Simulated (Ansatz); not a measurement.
Basis-set extrapolation for C2H7B2N, SMILES `B/C=C(/B)N` (PBE0-D4/def2-TZVP geometry, frozen core, Ansatz 0.2.0). Multiplicity 1, RHF reference.

```json
{"": "HF", "def2-TZVPP": "-183.650896", "def2-QZVPP": "-183.659593"}
{"": "MP2 correlation", "def2-TZVPP": "-0.733604", "def2-QZVPP": "-0.781656"}
{"": "CCSD(T) correlation", "def2-TZVPP": "-0.812353", "def2-QZVPP": "not run"}
```

Energies in hartree. Use E(X) = E(∞) + A·exp(−7.88·√X) for Hartree–Fock and E(X) = E(∞) + B·X^(−2.97) for correlation, with X = 3 and 4, and add CCSD(T) minus MP2 of the smaller set to the MP2 limit.

**Question.** What is the CCSD(T) energy at the basis-set limit?

**Answer.** HF limit: -183.659593 + (-0.008697) × 0.13774 = -183.66079. MP2 limit: -0.781656 + (-0.048052) × 0.74074 = -0.81725. Higher-order term: -0.812353 − (-0.733604) = -0.07875. Total: -184.55679 hartree, 2.55 eV below CCSD(T)/def2-TZVPP.
